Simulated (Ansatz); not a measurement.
Computed with Ansatz on PBE0-D4/def2-TZVP structures; ΔE is electronic, products minus reactants. CBS: MP2 limit from def2 TZ/QZ plus the TZ coupled-cluster correction, frozen cores. DFT in def2-TZVPP. B3LYP here is the variant with VWN-RPA as its local correlation; programs differ in this. HSE06 is defined as in plane-wave codes. def2 core potentials past Kr. For In, Zr outer-core shells are correlated without core-valence functions, which leaves a few kJ/mol of doubt a bond. Each species was taken in one conformer, which may not be the lowest.

`F[SiH2][InH2]` + `[NH2][Zr]([NH2])([F])[F]` → `N[SiH2][InH2]` + `[NH2][Zr]([F])([F])[F]`  (redistribution)

`F[SiH2][InH2]`:

Cartesian coordinates in Å:
```
F 0.108 -2.191 0.560
Si 0.650 -0.674 0.604
In -0.842 0.905 -0.789
H 0.701 -0.273 2.039
H 2.054 -0.701 0.104
H -2.233 0.349 -1.644
H -0.437 2.585 -0.874
```

`[NH2][Zr]([NH2])([F])[F]`:

Cartesian coordinates in Å:
```
N -1.546 -0.346 -0.598
Zr 0.303 0.474 -0.445
N 1.133 -0.315 1.224
F 1.316 0.003 -2.003
F 0.125 2.376 -0.285
H -1.958 -1.010 0.042
H -2.210 -0.150 -1.336
H 1.726 -1.134 1.256
H 1.111 0.102 2.145
```

`N[SiH2][InH2]`:

Z-matrix (Å, degrees):
```
Si
In 1 2.572
N 1 1.729 2 109.0
H 1 1.501 2 108.8 3 -126.2
H 1 1.491 2 111.6 3 118.5
H 2 1.735 1 120.6 3 20.5
H 2 1.730 1 122.7 3 -160.1
H 3 1.008 1 120.1 2 176.6
H 3 1.007 1 119.3 2 -40.9
```

`[NH2][Zr]([F])([F])[F]`:

Z-matrix (Å, degrees):
```
Zr
F 1 1.905
F 1 1.903 2 114.1
N 1 2.016 2 108.4 3 119.8
F 1 1.909 2 107.2 3 -121.9
H 4 1.012 1 125.3 2 -141.1
H 4 1.011 1 125.9 2 39.6
```

```json
{"level": "LDA (SPW92)", "ΔE (kJ/mol)": "-40.6", "difference from CCSD(T)/CBS": "-7.8"}
{"level": "PBE-D4", "ΔE (kJ/mol)": "-40.8", "difference from CCSD(T)/CBS": "-8.0"}
{"level": "revPBE-D4", "ΔE (kJ/mol)": "-43.2", "difference from CCSD(T)/CBS": "-10.4"}
{"level": "BLYP-D4", "ΔE (kJ/mol)": "-36.2", "difference from CCSD(T)/CBS": "-3.4"}
{"level": "r2SCAN-D4", "ΔE (kJ/mol)": "-39.2", "difference from CCSD(T)/CBS": "-6.4"}
{"level": "B97M-V", "ΔE (kJ/mol)": "-39.1", "difference from CCSD(T)/CBS": "-6.3"}
{"level": "PBE0-D4", "ΔE (kJ/mol)": "-39.6", "difference from CCSD(T)/CBS": "-6.8"}
{"level": "B3LYP-D4", "ΔE (kJ/mol)": "-35.1", "difference from CCSD(T)/CBS": "-2.3"}
{"level": "r2SCANh-D4", "ΔE (kJ/mol)": "-38.6", "difference from CCSD(T)/CBS": "-5.8"}
{"level": "r2SCAN0-D4", "ΔE (kJ/mol)": "-37.8", "difference from CCSD(T)/CBS": "-5.0"}
{"level": "HSE06-D4", "ΔE (kJ/mol)": "-39.5", "difference from CCSD(T)/CBS": "-6.7"}
{"level": "CAM-B3LYP-D4", "ΔE (kJ/mol)": "-37.0", "difference from CCSD(T)/CBS": "-4.2"}
{"level": "ωB97X-V", "ΔE (kJ/mol)": "-40.5", "difference from CCSD(T)/CBS": "-7.7"}
{"level": "ωB97M-V", "ΔE (kJ/mol)": "-38.0", "difference from CCSD(T)/CBS": "-5.2"}
{"level": "B2PLYP", "ΔE (kJ/mol)": "-35.0", "difference from CCSD(T)/CBS": "-2.2"}
{"level": "PBE-QIDH", "ΔE (kJ/mol)": "-38.1", "difference from CCSD(T)/CBS": "-5.3"}
{"level": "PBE", "ΔE (kJ/mol)": "-40.3", "difference from CCSD(T)/CBS": "-7.5"}
{"level": "revPBE", "ΔE (kJ/mol)": "-40.4", "difference from CCSD(T)/CBS": "-7.6"}
{"level": "BLYP", "ΔE (kJ/mol)": "-34.7", "difference from CCSD(T)/CBS": "-1.9"}
{"level": "r2SCAN", "ΔE (kJ/mol)": "-39.2", "difference from CCSD(T)/CBS": "-6.4"}
{"level": "B3LYP", "ΔE (kJ/mol)": "-34.3", "difference from CCSD(T)/CBS": "-1.5"}
{"level": "r2SCANh", "ΔE (kJ/mol)": "-38.5", "difference from CCSD(T)/CBS": "-5.7"}
{"level": "r2SCAN0", "ΔE (kJ/mol)": "-37.7", "difference from CCSD(T)/CBS": "-4.9"}
{"level": "HSE06", "ΔE (kJ/mol)": "-39.2", "difference from CCSD(T)/CBS": "-6.4"}
{"level": "BHLYP", "ΔE (kJ/mol)": "-33.0", "difference from CCSD(T)/CBS": "-0.2"}
{"level": "CAM-B3LYP", "ΔE (kJ/mol)": "-36.7", "difference from CCSD(T)/CBS": "-3.9"}
{"level": "LC-ωPBE", "ΔE (kJ/mol)": "-46.7", "difference from CCSD(T)/CBS": "-13.9"}
{"level": "HF/def2-SVP", "ΔE (kJ/mol)": "-42.7", "difference from CCSD(T)/CBS": "-9.9"}
{"level": "MP2/def2-SVP", "ΔE (kJ/mol)": "-48.8", "difference from CCSD(T)/CBS": "-16.0"}
{"level": "CCSD/def2-SVP", "ΔE (kJ/mol)": "-46.0", "difference from CCSD(T)/CBS": "-13.2"}
{"level": "CCSD(T)/def2-SVP", "ΔE (kJ/mol)": "-46.6", "difference from CCSD(T)/CBS": "-13.8"}
{"level": "HF/def2-TZVPP", "ΔE (kJ/mol)": "-31.0", "difference from CCSD(T)/CBS": "1.8"}
{"level": "MP2/def2-TZVPP", "ΔE (kJ/mol)": "-34.7", "difference from CCSD(T)/CBS": "-1.9"}
{"level": "SCS-MP2/def2-TZVPP", "ΔE (kJ/mol)": "-33.1", "difference from CCSD(T)/CBS": "-0.3"}
{"level": "CCSD/def2-TZVPP", "ΔE (kJ/mol)": "-32.2", "difference from CCSD(T)/CBS": "0.6"}
{"level": "CCSD(T)/def2-TZVPP", "ΔE (kJ/mol)": "-33.2", "difference from CCSD(T)/CBS": "-0.4"}
{"level": "MP2/def2-QZVPP", "ΔE (kJ/mol)": "-34.4", "difference from CCSD(T)/CBS": "-1.6"}
{"level": "SCS-MP2/def2-QZVPP", "ΔE (kJ/mol)": "-33.0", "difference from CCSD(T)/CBS": "-0.2"}
{"level": "HF/CBS(def2)", "ΔE (kJ/mol)": "-30.8", "difference from CCSD(T)/CBS": "2.0"}
{"level": "CCSD/CBS(def2)", "ΔE (kJ/mol)": "-31.8", "difference from CCSD(T)/CBS": "1.0"}
{"level": "CCSD(T)/CBS", "ΔE (kJ/mol)": "-32.8", "difference from CCSD(T)/CBS": "0"}
```

Largest T1 diagnostic among the species: 0.017.

At CCSD(T), def2-SVP lies −13.8 kJ/mol from the extrapolated value and def2-TZVPP −0.4 kJ/mol. Leaving LDA and LC-ωPBE aside and taking each functional with its dispersion term where it has one, the values, not all of them listed here, spread over 9.8 kJ/mol, from revPBE-D4 to BHLYP-D4.
